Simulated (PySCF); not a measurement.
These are B3LYP-D3(BJ)/def2-TZVP // BP86-D3(BJ)/def2-SVP in PySCF values and carry that method's errors. Gas-phase values, no solvent. One relaxed conformer stands for a flexible species; it need not be the lowest. B3LYP has the VWN-RPA correlation part, as in Gaussian. 

Reference species: [W(F)6] (neutral, multiplicity 1).

The HOMO–LUMO gap comes out as 7.29 eV and the mean distance from the central atom to its bonded neighbours comes out as 1.862 Å.

Changed species: [W(F)2(NH2)4] (4 of 6 F replaced by NH2; the reference has 0 of 6 F replaced by NH2).

Question: What does the change do to the HOMO–LUMO gap and mean distance from the central atom to its bonded neighbours?

Answer: the HOMO–LUMO gap falls by 2.76 eV, to 4.53 eV; the mean distance from the central atom to its bonded neighbours rises by 0.108 Å, to 1.970 Å.
